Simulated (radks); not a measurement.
The arsenic ion As2+ inside a hard spherical wall (all orbitals vanish at R), configuration held at [Ar] 3d10 4s2 4p1 and not refilled when levels cross. All-electron calculation, non-relativistic Kohn-Sham, PBE, spin-polarised, spherical densities, point nucleus; open shells are filled with parallel spins first. Program: a radial shooting solver on a logarithmic mesh with Libxc functionals. Eigenvalues in eV for spin up, with the zero of energy where the potential of the charges vanishes at infinity; a dash marks a level that is unbound or too diffuse for the functional's potential to be trusted. A positive occupied level is held by the wall or, in an anion where self-interaction has pushed it up, behind a barrier. The pressure on the wall is -dE/dV.

| R (bohr) | E (hartree) | kinetic (hartree) | e(3p) | e(3d) | e(4s) | e(4p) | e(5s, empty) | e(4d, empty) | pressure (GPa) |
|---|---|---|---|---|---|---|---|---|---|
| free | -2234.48423 | 2233.131 | -153.57 | -62.990 | -33.386 | -23.180 | -10.782 | -10.416 | 0 |
| 15 | -2234.48423 | 2233.131 | -153.57 | -62.990 | -33.386 | -23.180 | -10.782 | -10.416 | < 0.0001 |
| 10 | -2234.48423 | 2233.131 | -153.57 | -62.990 | -33.386 | -23.180 | -10.759 | -10.411 | < 0.0001 |
| 8 | -2234.48421 | 2233.131 | -153.57 | -62.989 | -33.385 | -23.179 | -10.533 | -10.348 | 0.00122 |
| 7 | -2234.48409 | 2233.133 | -153.56 | -62.982 | -33.380 | -23.172 | -10.030 | -10.196 | 0.0144 |
| 5 | -2234.47448 | 2233.220 | -153.25 | -62.678 | -33.154 | -22.822 | -4.627 | -8.398 | 1.88 |
| 4 | -2234.40986 | 2233.648 | -152.07 | -61.523 | -32.112 | -21.243 | 6.922 | -4.339 | 21.8 |
| 3.5 | -2234.28244 | 2234.326 | -150.54 | -60.029 | -30.422 | -18.825 | 19.994 | 0.404 | 76.8 |
| 1.5 | -2216.86355 | 2293.078 | -97.553 | -3.785 | 115.90 | 141.63 | 495.07 | 181.28 | 53900 |
